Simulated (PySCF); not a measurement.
Assignment exercise: C₇H₆N₂

Geometry (Å), atoms numbered from 1 in this order:
```xyz
15

C    -1.899    0.549    0.034
C    -1.779   -0.848    0.005
C    -0.553   -1.471   -0.022
C     0.572   -0.650   -0.021
N     1.901   -0.923   -0.043
N     2.641    0.195   -0.033
C     1.815    1.208   -0.004
C     0.466    0.763    0.006
C    -0.794    1.365    0.035
H    -2.887    0.984    0.057
H    -2.678   -1.448    0.005
H    -0.462   -2.546   -0.044
H     2.354   -1.822   -0.064
H     2.186    2.213    0.009
H    -0.888    2.440    0.058
```

Computed data (PySCF 2.14.0 with density-fitted response routines): structure optimised with GFN2-xTB, NMR shieldings at PBE0/pcSseg-1/GIAO. A single conformation, isolated molecule, relativity neglected.

Referencing at the same level of theory: ¹³C (186.93 ppm), ¹H (31.72 ppm) vs TMS.

Q: Assign these signals to the numbered atoms. ¹³C{¹H} NMR (computed): δ 144.4, 137.7, 131.0, 129.1, 126.2, 125.6, 112.8.

A: 
144.4 → C4, ring-fusion aromatic carbon
137.7 → C7, aromatic CH next to a ring nitrogen
131.0 → C2, aromatic CH: the aromatic region
129.1 → C8, ring-fusion aromatic carbon
126.2 → C9, aromatic CH: the aromatic region
125.6 → C1, aromatic CH
112.8 → C3, aromatic CH

C2 and C8; C9 and C1 lie closer than the usual error of such a calculation, so a measured spectrum could show them in the other order.

Q: Assign these signals to the numbered atoms. ¹H NMR (500 MHz, computed): δ 9.57 (br s, 1H), 8.12 (m, 1H), 8.10 (d, 1H), 7.67 (m, 1H), 7.66 (m, 1H), 7.50 (m, 1H).

A: 
| δ (ppm) | atoms | environment | reason |
| --- | --- | --- | --- |
| 9.57 | H13 | hydrogen on a pyrrole-type ring nitrogen | exchangeable, gas-phase position |
| 8.12 | H14 | hydrogen on an aromatic CH next to a ring nitrogen | ring current plus the neighbouring ring nitrogen |
| 8.10 | H15 | hydrogen on an aromatic CH | the ring current deshields protons in the ring plane |
| 7.67 | H11 | hydrogen on an aromatic CH | – |
| 7.66 | H12 | hydrogen on an aromatic CH | – |
| 7.50 | H10 | hydrogen on an aromatic CH | – |

H14 and H15; H11 and H12 lie closer than the usual error of such a calculation, so a measured spectrum could show them in the other order.

Exchangeable OH/NH protons stand at their gas-phase positions; hydrogen bonding in a real sample shifts them, mostly to higher δ. Shifts are as computed. Against solution values, carbons near 30 ppm lie about +3 ppm off and those near 130 ppm about +5 ppm. Of 1211 compounds with measured shifts, 218 miss one by over three times the rms of a fit or turn the order of signals round; such compounds aren't used in these exercises. No couplings were computed; multiplicities are counted from neighbouring protons, with m where these are inequivalent, close in shift, in a saturated or five-membered ring or joined by F or P, and br s for small geminal =CH2 splittings.
